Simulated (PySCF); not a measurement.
C$_{2}$H$_{10}$Al$_{2}$O$_{2}$Si, singlet, at a GFN2-xTB geometry (such geometries of metal compounds can be far from the true shape); CASSCF(2,3)/STO-3G (PySCF).

The PySCF input:
```python
from pyscf import gto, scf, mcscf
import numpy

mol = gto.M(
    atom='''
Al   -1.93007193   -0.56011339   -0.17467025
C    -3.53032739   -1.69313486    0.21605545
C    -2.19757705    0.92892420   -1.48313606
Si    0.27131033   -0.86453212    0.81402966
Al    2.03520403    0.64532815    0.13349280
O     2.10689590    2.08955290    0.94319373
O     3.00818649    0.15259557   -1.11380351
H    -3.98027217   -2.08852753   -0.70431826
H    -4.32774392   -1.12923553    0.71751321
H    -3.31426359   -2.55838414    0.85461104
H    -3.16368135    1.43091103   -1.34834901
H    -1.42715455    1.70688083   -1.40334651
H    -2.18107161    0.59436960   -2.52754051
H     0.75229620   -2.27100718    0.62667711
H     0.17867458   -0.83202086    2.30955794
H     2.17036262    2.91583782    1.40164475
H     3.57455956   -0.12509006   -1.82019643
''',
    basis='sto-3g',
    verbose=4,
)

mf = scf.RHF(mol)
mf.kernel()
mc = mcscf.CASSCF(mf, 3, 2)
mc.kernel()
occ = numpy.linalg.eigvalsh(mc.fcisolver.make_rdm1(mc.ci, mc.ncas, mc.nelecas))[::-1]
ss = mc.fcisolver.spin_square(mc.ci, mc.ncas, mc.nelecas)[0]
print('natural occupations', occ.round(4), ' <S^2>', round(ss, 4))
```

It wrote (shortened):

```
PySCF version 2.14.0

[INPUT] verbose = 4
[INPUT] num. atoms = 17
[INPUT] num. electrons = 78
[INPUT] charge = 0
[INPUT] spin (= nelec alpha-beta = 2S) = 0
[INPUT] symmetry False subgroup None
[INPUT] Mole.unit = angstrom
[INPUT] Symbol           X                Y                Z      unit          X                Y                Z       unit  Magmom
[INPUT]  1 Al    -1.930071930000  -0.560113390000  -0.174670250000 AA   -3.647307348411  -1.058460905802  -0.330078934609 Bohr   0.0
[INPUT]  2 C     -3.530327390000  -1.693134860000   0.216055450000 AA   -6.671351897151  -3.199561177354   0.408285628220 Bohr   0.0
[INPUT]  3 C     -2.197577050000   0.928924200000  -1.483136060000 AA   -4.152818762130   1.755412328481  -2.802720958866 Bohr   0.0
[INPUT]  4 Si     0.271310330000  -0.864532120000   0.814029660000 AA    0.512702218465  -1.633728932690   1.538293114673 Bohr   0.0
[INPUT]  5 Al     2.035204030000   0.645328150000   0.133492800000 AA    3.845978224311   1.219493463972   0.252264831601 Bohr   0.0
[INPUT]  6 O      2.106895900000   2.089552900000   0.943193730000 AA    3.981456223969   3.948682703791   1.782377832107 Bohr   0.0
[INPUT]  7 O      3.008186490000   0.152595570000  -1.113803510000 AA    5.684648597717   0.288363835122  -2.104783590479 Bohr   0.0
[INPUT]  8 H     -3.980272170000  -2.088527530000  -0.704318260000 AA   -7.521624302528  -3.946745035314  -1.330968615930 Bohr   0.0
[INPUT]  9 H     -4.327743920000  -1.129235530000   0.717513210000 AA   -8.178250746052  -2.133945881828   1.355903457658 Bohr   0.0
[INPUT] 10 H     -3.314263590000  -2.558384140000   0.854611040000 AA   -6.263050489718  -4.834645346031   1.614980808630 Bohr   0.0
[INPUT] 11 H     -3.163681350000   1.430911030000  -1.348349010000 AA   -5.978491296894   2.704029955319  -2.548010349228 Bohr   0.0
[INPUT] 12 H     -1.427154550000   1.706880830000  -1.403346510000 AA   -2.696931236927   3.225537295970  -2.651940561764 Bohr   0.0
[INPUT] 13 H     -2.181071610000   0.594369600000  -2.527540510000 AA   -4.121628000964   1.123195760767  -4.776359332644 Bohr   0.0
[INPUT] 14 H      0.752296200000  -2.271007180000   0.626677110000 AA    1.421633782551  -4.291581597121   1.184248106434 Bohr   0.0
[INPUT] 15 H      0.178674580000  -0.832020860000   2.309557940000 AA    0.337646021622  -1.572291555325   4.364431975415 Bohr   0.0
[INPUT] 16 H      2.170362620000   2.915837820000   1.401644750000 AA    4.101390942793   5.510134903449   2.648724701434 Bohr   0.0
[INPUT] 17 H      3.574559560000  -0.125090060000  -1.820196430000 AA    6.754938584346  -0.236385954305  -3.439672745611 Bohr   0.0

nuclear repulsion = 457.250205650286
number of shells = 37
number of NR pGTOs = 171
number of NR cGTOs = 57
basis = sto-3g
ecp = {}

******** <class 'pyscf.scf.hf.RHF'> ********
method = RHF
initial guess = minao
damping factor = 0
level_shift factor = 0
DIIS = <class 'pyscf.scf.diis.CDIIS'>
diis_start_cycle = 1
diis_space = 8
diis_damp = 0
SCF conv_tol = 1e-09
SCF conv_tol_grad = None
SCF max_cycles = 50
direct_scf = True
direct_scf_tol = 1e-13
Set gradient conv threshold to 3.16228e-05
Initial guess from minao.
init E= -991.631032694745
  HOMO = -0.287643025080444  LUMO = 0.0259366647403554  gap/eV = 8.53294
cycle= 1 E= -991.830475731472  delta_E= -0.199  |g|= 0.672  |ddm|= 4.58
  HOMO = -0.122804802611172  LUMO = 0.295812244337621  gap/eV = 11.39115
cycle= 2 E= -992.002227356244  delta_E= -0.172  |g|= 0.14  |ddm|= 1.23
  HOMO = -0.207094256012464  LUMO = 0.310563162615247  gap/eV = 14.08618
cycle= 3 E= -992.010673183631  delta_E= -0.00845  |g|= 0.0314  |ddm|= 0.252
  HOMO = -0.220492012812466  LUMO = 0.31075892304381  gap/eV = 14.45607
cycle= 4 E= -992.011287730376  delta_E= -0.000615  |g|= 0.00441  |ddm|= 0.0845
  HOMO = -0.219556366354934  LUMO = 0.310530203992469  gap/eV = 14.42439
cycle= 5 E= -992.011304368241  delta_E= -1.66e-05  |g|= 0.00113  |ddm|= 0.0148
  HOMO = -0.219579113828575  LUMO = 0.310753242920068  gap/eV = 14.43108
cycle= 6 E= -992.011305395391  delta_E= -1.03e-06  |g|= 0.000306  |ddm|= 0.00353
  HOMO = -0.21963905504553  LUMO = 0.31080440632516  gap/eV = 14.43410
cycle= 7 E= -992.0113054786  delta_E= -8.32e-08  |g|= 6.32e-05  |ddm|= 0.00112
  HOMO = -0.219653634830013  LUMO = 0.310797602276646  gap/eV = 14.43431
cycle= 8 E= -992.0113054822  delta_E= -3.6e-09  |g|= 1.13e-05  |ddm|= 0.00024
  HOMO = -0.21965244625934  LUMO = 0.310800876456507  gap/eV = 14.43437
cycle= 9 E= -992.011305482328  delta_E= -1.28e-10  |g|= 2.39e-06  |ddm|= 4.53e-05
  HOMO = -0.219652083889815  LUMO = 0.310800735796501  gap/eV = 14.43436
Extra cycle  E= -992.011305482328  delta_E= 4.55e-13  |g|= 1.02e-06  |ddm|= 6.54e-06
converged SCF energy = -992.011305482328

******** <class 'pyscf.mcscf.mc1step.CASSCF'> ********
CAS (1e+1e, 3o), ncore = 38, nvir = 16
max_cycle_macro = 50
max_cycle_micro = 4
conv_tol = 1e-07
conv_tol_grad = None
orbital rotation max_stepsize = 0.02
orbital rotation threshold for CI restart = 0.01
augmented hessian ah_max_cycle = 30
augmented hessian ah_conv_tol = 1e-12
augmented hessian ah_linear dependence = 1e-14
augmented hessian ah_level shift = 1e-08
augmented hessian ah_start_tol = 2.5
augmented hessian ah_start_cycle = 3
augmented hessian ah_grad_trust_region = 3
kf_trust_region = 3
kf_interval = 4
ci_response_space = 4
ci_grad_trust_region = 3
with_dep4 0
natorb = False
canonicalization = True
sorting_mo_energy = False
ao2mo_level = 2
internal_rotation = False
******** <class 'pyscf.fci.direct_spin1.FCISolver'> ********
max. cycles = 50
conv_tol = 1e-08
davidson only = False
linear dependence = 1e-12
level shift = 0.001
max iter space = 12
nroots = 1
pspace_size = 400
spin = None
CASCI E = -992.012572484096  S^2 = 0.0000000
Set conv_tol_grad to 0.000316228
macro iter   1 ( 21 JK    4 micro), CASSCF E = -992.016451233716  dE = -3.87874962e-03  S^2 = 0.0000000
               |grad[o]|=0.00492  |grad[c]|=0.018  |ddm|=0.0271  |maxRot[o]|=0.234
macro iter   2 ( 21 JK    4 micro), CASSCF E = -992.020722310887  dE = -4.27107717e-03  S^2 = 0.0000000
               |grad[o]|=0.00869  |grad[c]|=0.0216  |ddm|=0.0149  |maxRot[o]|=0.249
macro iter   3 ( 21 JK    4 micro), CASSCF E = -992.021774061334  dE = -1.05175045e-03  S^2 = 0.0000000
               |grad[o]|=0.0057  |grad[c]|=0.0063  |ddm|=0.00142  |maxRot[o]|=0.258
macro iter   4 ( 21 JK    4 micro), CASSCF E = -992.022077481686  dE = -3.03420353e-04  S^2 = 0.0000000
               |grad[o]|=0.00222  |grad[c]|=0.00294  |ddm|=0.000347  |maxRot[o]|=0.313
macro iter   5 ( 21 JK    4 micro), CASSCF E = -992.022523097730  dE = -4.45616044e-04  S^2 = 0.0000000
               |grad[o]|=0.00183  |grad[c]|=0.00224  |ddm|=0.000673  |maxRot[o]|=0.314
macro iter   6 ( 21 JK    4 micro), CASSCF E = -992.022791429092  dE = -2.68331362e-04  S^2 = 0.0000000
               |grad[o]|=0.00142  |grad[c]|=0.00107  |ddm|=0.000445  |maxRot[o]|=0.314
macro iter   7 (  8 JK    2 micro), CASSCF E = -992.022800916159  dE = -9.48706656e-06  S^2 = 0.0000000
               |grad[o]|=0.000391  |grad[c]|=0.000122  |ddm|=0.000148  |maxRot[o]|=0.0814
macro iter   8 (  3 JK    1 micro), CASSCF E = -992.022800927458  dE = -1.12994485e-08  S^2 = 0.0000000
               |grad[o]|=3.19e-05  |grad[c]|=1.11e-05  |ddm|=1.95e-05  |maxRot[o]|=0.00325
1-step CASSCF converged in   8 macro (137 JK  27 micro) steps
CASSCF canonicalization
Density matrix diagonal elements [1.97602980e+00 1.50854474e-03 2.24616529e-02]
CASSCF energy = -992.022800927458
CASCI E = -992.022800927458  E(CI) = -1.03790016071616  S^2 = 0.0000000
natural occupations [1.9761e+00 2.2400e-02 1.5000e-03]  <S^2> 0.0
```
